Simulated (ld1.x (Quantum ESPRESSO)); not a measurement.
## Ranking TM potentials for Te

All share these settings but for the change named:

tellurium, norm-conserving Troullier–Martins (Kleinman–Bylander form), made with ld1.x (Quantum ESPRESSO) 7.5 (BLYP, scalar-relativistic). Core [Kr] 4d10, reference 5s2 5p1 (charge +3). Waves: 5p (bound): rc 2.05 bohr; 5s (bound): rc 1.65 bohr. Local part: the s channel. Core correction: Bessel-smoothed model core inside 1.55 bohr.

Test errors are all-electron minus pseudo excitation energies from the reference, over 5s2 5p4; 5s2 5p3; 5s2 5p2; 5s2 5p0; 5s1 5p5; 5s0 5p6; 5s2 5p3.5. None of these files shows a bound ghost.

The base gives 33.0 meV.

Of 6 variants that were run, those that failed, showed a ghost or another fault, or gave nearly equal values are left out.

A variant can come out equal or close to the base, since the largest error may sit in a test that the change hardly touches while other tests move.

Rank these variants by their largest absolute test error, smallest first.
A. all radii but the core radius scaled by about 0.87 (s 1.44, p 1.78 bohr)
B. all radii but the core radius scaled by about 1.26 (s 2.08, p 2.58 bohr)
C. all radii but the core radius scaled by about 1.35 (s 2.22, p 2.76 bohr)
D. all radii but the core radius scaled by about 1.15 (s 1.90, p 2.36 bohr)

A (31.9 meV), D (36.4 meV), B (43.3 meV), C (50.8 meV).
